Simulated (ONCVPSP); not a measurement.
## u(r) = r·R(r): atom against pseudo-atom (carbon (C))

Columns: radius, all-electron u(r) and pseudo u(r) of the 2s shell (level -40.17 eV) of carbon in the configuration [He] 2s2; LDA (Perdew-Zunger), scalar-relativistic, ONCV scheme, ONCVPSP 4.0.1.

```json
{"r (bohr)": "0.053", "all-electron": "-0.2771", "pseudo": "0.0367"}
{"r (bohr)": "0.105", "all-electron": "-0.3905", "pseudo": "0.0727"}
{"r (bohr)": "0.158", "all-electron": "-0.4018", "pseudo": "0.1100"}
{"r (bohr)": "0.210", "all-electron": "-0.3485", "pseudo": "0.1484"}
{"r (bohr)": "0.262", "all-electron": "-0.2568", "pseudo": "0.1902"}
{"r (bohr)": "0.315", "all-electron": "-0.1417", "pseudo": "0.2370"}
{"r (bohr)": "0.368", "all-electron": "-0.0170", "pseudo": "0.2880"}
{"r (bohr)": "0.420", "all-electron": "0.1064", "pseudo": "0.3408"}
{"r (bohr)": "0.473", "all-electron": "0.2279", "pseudo": "0.3962"}
{"r (bohr)": "0.525", "all-electron": "0.3393", "pseudo": "0.4511"}
{"r (bohr)": "0.578", "all-electron": "0.4432", "pseudo": "0.5080"}
{"r (bohr)": "0.630", "all-electron": "0.5341", "pseudo": "0.5650"}
{"r (bohr)": "0.683", "all-electron": "0.6154", "pseudo": "0.6241"}
{"r (bohr)": "0.735", "all-electron": "0.6839", "pseudo": "0.6818"}
{"r (bohr)": "0.788", "all-electron": "0.7425", "pseudo": "0.7374"}
{"r (bohr)": "0.840", "all-electron": "0.7896", "pseudo": "0.7856"}
{"r (bohr)": "0.893", "all-electron": "0.8276", "pseudo": "0.8257"}
{"r (bohr)": "0.945", "all-electron": "0.8558", "pseudo": "0.8553"}
{"r (bohr)": "0.998", "all-electron": "0.8762", "pseudo": "0.8761"}
{"r (bohr)": "1.050", "all-electron": "0.8887", "pseudo": "0.8886"}
{"r (bohr)": "1.102", "all-electron": "0.8945", "pseudo": "0.8945"}
{"r (bohr)": "1.155", "all-electron": "0.8945", "pseudo": "0.8945"}
{"r (bohr)": "1.208", "all-electron": "0.8891", "pseudo": "0.8891"}
{"r (bohr)": "1.260", "all-electron": "0.8793", "pseudo": "0.8793"}
{"r (bohr)": "1.313", "all-electron": "0.8654", "pseudo": "0.8654"}
{"r (bohr)": "1.365", "all-electron": "0.8485", "pseudo": "0.8485"}
```

Task: How many radial nodes do the two functions have?

Result: The all-electron 2s function has n − l − 1 = 1; the pseudo-wave has 0, since the states of the same l below it are removed with the core.

Task: At about which radius was the pseudo-wave matched?

Result: 1.05 bohr, where the columns begin to agree (steps of 0.05 bohr).

Task: Is the pseudo-wave norm-conserving?

Result: Yes: the ONCV scheme keeps the norm inside the radius equal to the all-electron one, which fixes the energy derivative of the logarithmic derivative at the level.
